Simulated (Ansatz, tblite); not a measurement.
Removing and adding an electron: B₉P₉H₂₄, a nanocrystal cut from wurtzite BP (hydrogen-capped). Total charge 0; singlet. Geometry: PBE-D4/def2-SVP. Ansatz, gas phase; energy differences of separate SCF runs; the oxidised species was run as a doublet alone; the reduced species was run as a doublet alone.

```tsv
atom	x (Å)	y (Å)	z (Å)
B1	-1.461	1.549	-3.257
P2	-1.073	-0.347	-3.594
P3	-0.931	1.824	-1.391
B4	-1.994	0.735	-0.158
B5	-0.323	-1.342	-2.089
P6	-1.569	-1.162	-0.579
P7	-1.475	1.013	1.710
B8	-2.550	-0.071	2.938
B9	-0.859	-2.142	0.971
P10	-2.129	-1.923	2.439
B11	0.986	1.520	-1.122
P12	1.306	-0.405	-1.510
P13	1.525	1.804	0.739
B14	0.445	0.715	1.957
B15	2.101	-1.361	0.012
P16	0.785	-1.182	1.461
B17	3.445	1.509	1.000
P18	3.706	-0.385	0.549
H19	-2.664	1.728	-3.384
H20	-0.760	2.225	-3.998
H21	-2.218	-1.064	-4.060
H22	-0.210	-0.537	-4.716
H23	-1.187	3.193	-1.068
H24	-3.189	0.933	-0.316
H25	-0.099	-2.512	-2.350
H26	-2.778	-1.822	-0.964
H27	-1.727	2.387	2.015
H28	-3.741	0.124	2.739
H29	-2.186	0.113	4.092
H30	-0.634	-3.309	0.699
H31	-3.298	-2.682	2.121
H32	-1.651	-2.692	3.545
H33	1.650	2.208	-1.882
H34	2.240	-0.500	-2.588
H35	1.254	3.173	1.050
H36	0.772	0.900	3.120
H37	2.317	-2.532	-0.256
H38	1.330	-1.856	2.598
H39	4.087	2.188	0.211
H40	3.740	1.672	2.176
H41	4.691	-0.573	-0.469
H42	4.327	-1.117	1.607
```

The xTB rows come from tblite. Single mean-field runs in def2-TZVP are fitted with def2-universal-jkfit.

```json
{"level": "GFN2-xTB", "−HOMO (eV)": "9.65", "vertical IE (eV)": "11.28", "−LUMO (eV)": "5.43", "vertical EA (eV)": "4.00", "HOMO–LUMO gap (eV)": "4.23", "IE − EA (eV)": "7.28", "remarks": "–"}
{"level": "PBE0-D4/def2-TZVP", "−HOMO (eV)": "7.01", "vertical IE (eV)": "8.27", "−LUMO (eV)": "1.05", "vertical EA (eV)": "0.07", "HOMO–LUMO gap (eV)": "5.97", "IE − EA (eV)": "8.20", "remarks": "HOMO above zero (-1 doublet)"}
```

(1) Estimate the rows for GFN1-xTB, PBE-D4/def2-TZVP.

Results:

(1) 
```csv
level,−HOMO (eV),vertical IE (eV),−LUMO (eV),vertical EA (eV),HOMO–LUMO gap (eV),IE − EA (eV),remarks
GFN1-xTB,10.44,12.17,5.54,3.77,4.90,8.40,–
PBE-D4/def2-TZVP,5.99,–,1.84,0.34,4.15,–,HOMO above zero (-1 doublet)
```

Run but left out: PBE-D4/def2-TZVP (charge +1 doublet: an occupied level 0.04 eV above an empty one).   A HOMO above zero means that the electron is unbound at that level or that self-interaction error raises the level; the energy of removing that electron tells which. Raw xTB energy differences between charge states are shifted by several eV; the methods need an empirical correction for them. Sets without diffuse functions give affinities that are too small.
